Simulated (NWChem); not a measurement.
**Lowest excitation of CH3FSi**

```
C
H 1 1.1021
H 1 1.1065 2 108.72
H 1 1.1065 2 108.72 3 115.45
Si 1 1.9058 2 112.96 3 -122.27
F 5 1.6482 1 98.07 2 180.00
```
Charge 0, spin multiplicity 1.

Everything below was run with NWChem. Structure: optimised with B3LYP/def2-SVP, a minimum by its harmonic frequencies.

Basis set: def2-SVPD.

B3LYP has NWChem's definition, with VWN1-RPA local correlation. The structure started from a generated list of species.

Q: One of these methods gave a lowest vertical singlet excitation energy of 3.12 eV. Which?
A. TD-PBE
B. CIS
C. TD-BHandHLYP

A: A, TD-PBE. The others give 3.35 (TD-BHandHLYP), 3.67 (CIS).
